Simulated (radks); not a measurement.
The numbers below are computed, except where a source is named.
Question: Species: the tin ion Sn2+. Configuration: [Kr] 4d9 5s2 5d1 (not the ground configuration). Code: a radial shooting solver on a logarithmic mesh with Libxc functionals. Model: scalar-relativistic Kohn-Sham, PBE, spin-polarised, spherical densities, point nucleus; open shells are filled with parallel spins first (spin-orbit coupling, left out, can overturn this in heavy ions). Some entries of the table are withheld. Estimate them.

orbital  occ.  eigenvalue (hartree)  r(max) (bohr)  <1/r> (bohr^-1)
1s up       1             -1067.325        0.01877            53.09
1s down     1             -1067.325        0.01877            53.09
2s up       1             -162.0464         0.1061            12.11
2s down     1             -162.0357         0.1061            12.11
2p up       3             -145.5759        0.08495            11.65
2p down     3             -145.5678        0.08494            11.65
3s up       1             -32.12751         0.3075            4.302
3s down     1             -32.12243         0.3075            4.302
3p up       3             -26.74644         0.3009            4.096
3p down     3             -26.74059         0.3009            4.096
3d up       5             -18.46714         0.2510            3.866
3d down     5             -18.45788         0.2511            3.866
4s up       1              -5.96170         0.7444            1.703
4s down     1              -5.92624         0.7442            1.703
4p up       3              -4.32539         0.7862            1.550
4p down     3              -4.28984         0.7860            1.550
4d up       5              -1.94074         0.8773            1.255
4d down     4              -1.90685         0.8774            1.254
5s up       1              -1.14078          1.872              (1)
5s down     1              -1.11436          1.869              (2)
5p up       0              -0.80185          2.188           0.5120
5p down     0              -0.77269          2.177           0.5154
5d up       1              -0.40506          3.217           0.3412
6s up       0              -0.40404          4.412           0.2772
5d down     0              -0.36926          3.205           0.3469
4f up       0              -0.22110          4.189           0.2567

Answer: 
(1) 5s up <1/r> (bohr^-1): 0.6152
(2) 5s down <1/r> (bohr^-1): 0.6174
